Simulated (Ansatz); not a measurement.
Basis-set extrapolation for `CC(C)OCC1CO1` (PBE0-D4/def2-TZVP geometry, frozen core, Ansatz 0.2.0). Multiplicity 1, RHF reference.

|  | def2-TZVPP | def2-QZVPP |
| --- | --- | --- |
| HF | -384.012520 | -384.030339 |
| MP2 correlation | -1.498594 | -1.600869 |
| CCSD(T) correlation | -1.620188 | not run |

Energies in hartree. Use E(X) = E(∞) + A·exp(−7.88·√X) for Hartree–Fock and E(X) = E(∞) + B·X^(−2.97) for correlation, with X = 3 and 4, and add CCSD(T) minus MP2 of the smaller set to the MP2 limit.

What is the CCSD(T) energy at the basis-set limit?

HF limit: -384.030339 + (-0.017819) × 0.13774 = -384.03279. MP2 limit: -1.600869 + (-0.102275) × 0.74074 = -1.67663. Higher-order term: -1.620188 − (-1.498594) = -0.12159. Total: -385.83101 hartree, 520.6 kJ/mol below CCSD(T)/def2-TZVPP.
